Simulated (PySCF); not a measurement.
# Worked example: refractive index and permittivity of the vapour

C₂H₁₀O₂Si₂, SMILES C[C@@H](O[SiH3])[SiH2]O.

Geometry optimised at ωB97X-D3(BJ)/def2-SVP. The structure was generated by enumeration; whether it is a known compound was not checked. Other conformers were not sampled.

PySCF with M06-2X/def2-TZVP gives a mean static polarisability of 80.9 bohr³ and a dipole moment of 2.19 D. Take an ideal gas at 298.15 K and 0.01 bar, whether or not the substance is that volatile.

Problem. Work out n − 1 in the optical limit and the static ε − 1.

Solution. 
Polarisability volume α' = 80.9 × 0.148185 = 11.99 Å³. Number density N = p/kT = 2.43e-7 Å⁻³.
Dilute limit of Lorentz–Lorenz: n − 1 = 2π N α' = 1.8e-5.
Orientation term of Debye: μ²/(3kT) = 8.098 Å³ × μ²(D²) = 38.84 Å³.
ε − 1 = 4π N (α' + μ²/3kT) = 0.00016. Orientation of the dipole supplies 76 % of the static response; it can't follow optical fields. Vibrational polarisation and dispersion are left out.
